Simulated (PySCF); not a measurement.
## Computed spin Hamiltonian

C6H6F2N (doublet state).
Geometry (GFN2-xTB, Å), atoms numbered from 1 in this order:
```
atom  x, y, z in Å
F1     1.4176   -0.9958    1.9720
C2     1.6694    0.3478    1.7987
F3     0.8511    0.9661    2.6923
C4     1.3684    0.7892    0.4328
N5     2.0489    0.5910   -0.8566
C6     0.7727    0.3170   -0.7197
C7    -0.4064   -0.1357   -1.3683
C8    -1.7355    0.3770   -0.8403
C9    -1.3398   -1.0189   -0.5532
H10    2.7100    0.5340    2.1012
H11   -0.3097   -0.3303   -2.4287
H12   -2.5023    0.5660   -1.5752
H13   -1.7004    1.0989   -0.0384
H14   -1.8215   -1.8237   -1.0860
H15   -1.0269   -1.2746    0.4476
```

The hyperfine couplings belong to this conformer and change with its torsions.

The species is `FC(F)C1=N[C]1C1CC1` [radical].

Method: UKS B3LYP, pcH-1 on C F H N, non-relativistic, mean-field spin-orbit, GIAO (PySCF 2.14.0). Isolated species at its GFN2-xTB geometry (one conformer only). The geometry wasn't refined by DFT: couplings that depend on bond lengths, twists or pyramidal angles can differ widely from those at the functional's own minimum. The SCF solution wasn't tested for stability.

```json
{
 "g1, g2, g3": "2.00216, 2.00248, 2.00389",
 "g_iso": "2.00284",
 "Form of g": "rhombic: the two nearest values differ by 19 % of g3 − g1",
 "⟨S²⟩": "0.7649 (exact 0.7500)",
 "HOMO–LUMO gap, α and β orbitals": "4.16, 6.15 eV"
}
```

Hyperfine couplings atom by atom, in MHz; T1 to T3 are the principal values of the dipolar part; ρ(0) is the spin density at the nucleus:

```csv
atom,isotope,a_iso,T1,T2,T3,Mulliken spin population,ρ(0) (bohr⁻³)
F1,19F,183.5,-94.1,-86.2,180.3,0.03,0.0436
C2,13C,51.6,-6.9,-5.9,12.8,0.01,0.0459
F3,19F,57.8,-22.7,-21.7,44.4,0.01,0.0137
C4,13C,258.1,-62.1,-57.4,119.5,0.72,0.2296
N5,14N,18.0,-19.7,-18.2,37.9,0.34,0.0556
C6,13C,-23.4,-17.8,6.4,11.4,-0.10,-0.0208
C7,13C,-0.6,-1.2,0.0,1.3,0.01,-0.0005
C8,13C,-3.2,-0.9,0.1,0.8,0.00,-0.0028
C9,13C,-4.6,-1.7,0.5,1.1,-0.01,-0.0041
H10,1H,-3.5,-6.2,-4.3,10.5,0.00,-0.0008
H11,1H,-0.9,-1.8,-1.4,3.2,0.00,-0.0002
H12,1H,-1.9,-0.8,-0.6,1.4,0.00,-0.0004
H13,1H,0.6,-2.4,-1.8,4.2,0.00,0.0001
H14,1H,-1.5,-0.7,-0.4,1.1,0.00,-0.0003
H15,1H,1.1,-2.2,-1.2,3.4,0.00,0.0002
```

The Mulliken spin populations are largest on C4 (+0.72), N5 (+0.34) and C6 (-0.10). The positive populations add up to 1.11 and the negative ones to -0.11, together 2S = 1. The angles at C4 add up to 327.3°, so it is pyramidal.

C6, the radical centre as drawn in `FC(F)C1=N[C]1C1CC1`, holds a spin population of -0.10 out of 1.

Axes: g2 points within 10° of the C4–N5 bond.

Under fast tumbling the dipolar parts average out, and these isotropic splittings remain: 2 × 19F (F1/F3, I = 1/2, 3 lines) with 4.30 mT, 1 × 14N (N5, I = 1, 3 lines) with 0.64 mT, 1 × 1H (H10, I = 1/2, 2 lines) with 0.13 mT, 2 × 1H (H12/H14, I = 1/2, 3 lines) with 0.06 mT, 1 × 1H (H11, I = 1/2, 2 lines) with 0.03 mT and 2 × 1H (H13/H15, I = 1/2, 3 lines) with 0.03 mT.

Class means assume fast exchange of nuclei equivalent by connectivity; if that motion is slow, each nucleus keeps its own coupling. The 19F value of +120.7 MHz is a mean of couplings from 57.8 to 183.5 MHz in this one geometry, not an average over conformers.

The 13C coupling of C4 (258.1 MHz) shows only in satellite lines or after enrichment, since that isotope makes up about 1.07 % of natural carbon.

Examples of negative spin density at the nucleus (bohr⁻³): C6 (-0.0208) and C8/C9 (-0.0035).
